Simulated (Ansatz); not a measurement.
Start from `C[Si](O)(F)[SiH3]` and change one atom or group to get `C[Si](N)(O)[SiH3]`.

Ansatz, PBE0-D4/def2-TZVP geometries, multiplicity 1. Each molecule was computed in one conformer, which needn't be the lowest.

```csv
property,`C[Si](O)(F)[SiH3]`
LUMO energy (PBE/def2-TZVPP) / eV,-0.68
LUMO energy (PBE0/def2-TZVPP) / eV,0.19
HOMO–LUMO gap (B3LYP/def2-TZVPP) / eV,7.80
HOMO–LUMO gap (ωB97M-V/def2-TZVPP) / eV,11.98
HOMO energy (PBE0/def2-TZVPP) / eV,-8.03
size of the dipole moment (PBE/def2-TZVPP) / D,2.08
```

(1) What does the change do to each property? (Estimate.)

Results:

(1) Ansatz gave: 
```
                                      property  `C[Si](N)(O)[SiH3]`  shift
             LUMO energy (PBE/def2-TZVPP) / eV                -0.37   0.31
            LUMO energy (PBE0/def2-TZVPP) / eV                 0.47   0.28
         HOMO–LUMO gap (B3LYP/def2-TZVPP) / eV                 7.10  -0.70
       HOMO–LUMO gap (ωB97M-V/def2-TZVPP) / eV                11.23  -0.75
            HOMO energy (PBE0/def2-TZVPP) / eV                -7.09   0.94
size of the dipole moment (PBE/def2-TZVPP) / D                 2.54   0.46
```

With PBE0 the HOMO rises by 0.94 eV and the LUMO rises by 0.28 eV, so the gap narrows by about 0.66 eV. PBE moves the HOMO by 0.97 eV and ωB97M-V by 0.87 eV. Dipoles are sizes alone; their direction can turn.

B3LYP here is the variant with VWN-RPA as its local correlation; programs differ in this.
